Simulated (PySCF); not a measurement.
Working out the excitation energy of Rh

Rh [Kr] 4d8 5s1 (4F) → Rh [Kr] 4d8 5p1 (high-spin determinant). All numbers are calculated (PySCF 2.14, scalar relativity through the core potential, in aug-cc-pVDZ-PP with ECP28MDF). Frozen: 4s2 4p6. Energies in hartree (1 hartree = 27.21139 eV):

| part | Rh (lower) | Rh (upper) |
| --- | --- | --- |
| UHF | -109.387054 | -109.276296 |
| MP2 opposite-spin | -0.126344 | -0.115472 |
| MP2 same-spin | -0.080885 | -0.071710 |

Task: What does Hartree-Fock give?

Result: (-109.276296) − (-109.387054) = 0.110758 hartree = 3.014 eV.

Task: What do MP2 and SCS-MP2 (6/5 opposite-spin, 1/3 same-spin) give?

Result: The opposite-spin parts differ by 0.296 eV and the same-spin parts by 0.250 eV. MP2: 3.014 + (0.296) + (0.250) = 3.560 eV. SCS-MP2: 3.014 + 1.2 × (0.296) + (0.250)/3 = 3.453 eV.

One determinant mixes LS terms, so it does not stand for a single term.

A double-zeta basis recovers only part of the correlation energy.
